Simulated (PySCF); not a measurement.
Compound: C₃H₉FS₃Si₂.
Numbering: `[F:1][C@@H:2]1[S:3][CH2:4][S:5][SiH2:6][C@H:7]1[S:8][SiH3:9]`

Cartesian coordinates in Å at the GFN2-xTB level; atoms count from 1:
```
atom  x, y, z in Å
F1    -1.096   -1.354   -1.153
C2    -0.295   -1.071   -0.071
S3    -1.269   -1.237    1.465
C4    -2.685   -0.184    1.065
S5    -2.365    1.615    1.077
Si6   -0.936    1.700   -0.511
C7     0.341    0.288   -0.282
S8     1.442    0.701    1.115
Si9    3.202   -0.441    0.659
H10    0.452   -1.871   -0.009
H11   -3.420   -0.372    1.843
H12   -3.075   -0.477    0.094
H13   -1.615    1.453   -1.782
H14   -0.263    2.974   -0.372
H15    0.958    0.226   -1.181
H16    4.160    0.052    1.628
H17    3.539   -0.132   -0.728
H18    2.916   -1.864    0.805
```

Definitions: NICS(0) = −σiso at the ring centroid; NICS(1) = −σiso and NICS(1)zz = −σzz at ±1 Å along the ring normal z. Level: GIAO PBE0/pcSseg-1 (PySCF, non-relativistic, gas phase) on the GFN2-xTB geometry, one conformer.

Ring bond lengths (Å), with Mayer bond orders in brackets: C2–S3 1.827 (1.04), S3–C4 1.809 (0.98), C4–S5 1.827 (0.97), S5–Si6 2.139 (0.99), Si6–C7 1.917 (0.79), C7–C2 1.515 (0.93).

Problem. Give the NICS values of each ring in ppm.

Solution. 
| ring | type | NICS(0) | NICS(1), two faces | NICS(1)zz, two faces | rms pucker (Å) | centre to ring atoms, mean (Å) |
| --- | --- | --- | --- | --- | --- | --- |
| C2–S3–C4–S5–Si6–C7 | 6-membered ring with 2 S and Si; formal bonds all single | -1.8 | -1.4 / -1.2 | 4.8 / 7.3 | 0.31 | 1.75 |

Problem. What can be read from them?

Solution. 
- C2–S3–C4–S5–Si6–C7: mean NICS(1)zz 6.0 ppm, deshielded. C2, C4, Si6, C7 have four or more neighbours, and the NICS criterion for π rings isn't applied.

Problem. What field does 14.1 T along the ring normal induce along that normal at the second NICS(1) probe listed for ring C2–S3–C4–S5–Si6–C7, 1 Å off the ring?

Solution. NICSzz × B0 = 7.3 ppm × 14.1 T = 103 μT, along the applied field.
